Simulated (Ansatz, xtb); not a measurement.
**Two isomers of C3H7FOS2**

We compare I, `COCSSCF`, a singlet, with II, `CO[C@H](F)SSC`, a singlet. Both are isolated molecules in the gas phase, relaxed with PBE-D3(BJ)/def2-SVP, each in the lowest conformer that the search found.

Quicker runs give these differences E(II) − E(I): GFN2-xTB −4.5 kcal/mol; HF/STO-3G −8.3 kcal/mol (at GFN2-xTB geometries); r2SCAN-D4/def2-SVP −7.6 kcal/mol (at GFN2-xTB geometries).

**Question.** Estimate E(II) − E(I) at the level CCSD(T)/def2-SVP + ΔMP2/def2-TZVPP.

**Answer.** Calculated at CCSD(T)/def2-SVP + ΔMP2/def2-TZVPP: E(II) − E(I) = −6.6 kcal/mol, so structure II lies lower.

Level by level:

| level | geometry | E(II) − E(I) (kcal/mol) | departure from the last row (kcal/mol) | job, with rough time for the two |
| --- | --- | --- | --- | --- |
| GFN2-xTB | GFN2-xTB | −4.5 | +2.0 | optimisation, 0.25 s |
| HF/STO-3G | GFN2-xTB | −8.3 | −1.7 | single point, 0.4 s |
| r2SCAN-D4/def2-SVP | GFN2-xTB | −7.6 | −1.0 | single point, 3.7 s |
| PBE-D3(BJ)/def2-SVP | PBE-D3(BJ)/def2-SVP | −6.0 | +0.6 | optimisation, 33 s |
| HF/def2-SVP | PBE-D3(BJ)/def2-SVP | −8.1 | −1.5 | part of the CCSD(T) run |
| MP2/def2-SVP | PBE-D3(BJ)/def2-SVP | −8.0 | −1.4 | part of the CCSD(T) run |
| CCSD(T)/def2-SVP | PBE-D3(BJ)/def2-SVP | −7.7 | −1.2 | single point |
| CCSD(T)/def2-SVP + ΔMP2/def2-TZVPP | PBE-D3(BJ)/def2-SVP | −6.6 |  | single point, 74 s |

As drawn, both hold the same kinds of bond in the same numbers. Structure I has 1 methyl group, II 2.

None of the levels shown reverses the order. The largest departure from CCSD(T)/def2-SVP + ΔMP2/def2-TZVPP is that of GFN2-xTB, 2.0 kcal/mol. The last row adds to CCSD(T) the change of the MP2 difference between the two basis sets, here +1.2 kcal/mol.

With thermal terms from frequencies at re-optimised GFN2-xTB minima (ideal gas, soft modes damped towards free rotors, one conformer each, 298.15 K, 1 atm): on the last row, ΔE + ΔZPE = −6.9, ΔH = −6.7, ΔG = −6.9 kcal/mol.

The correlated steps freeze 15 core orbitals. Mirror images aren't counted in ΔG. Codes used: Ansatz 0.2.0, xtb 6.7.1; the last row on 4 threads of Arm Neoverse V1 on a shared host.
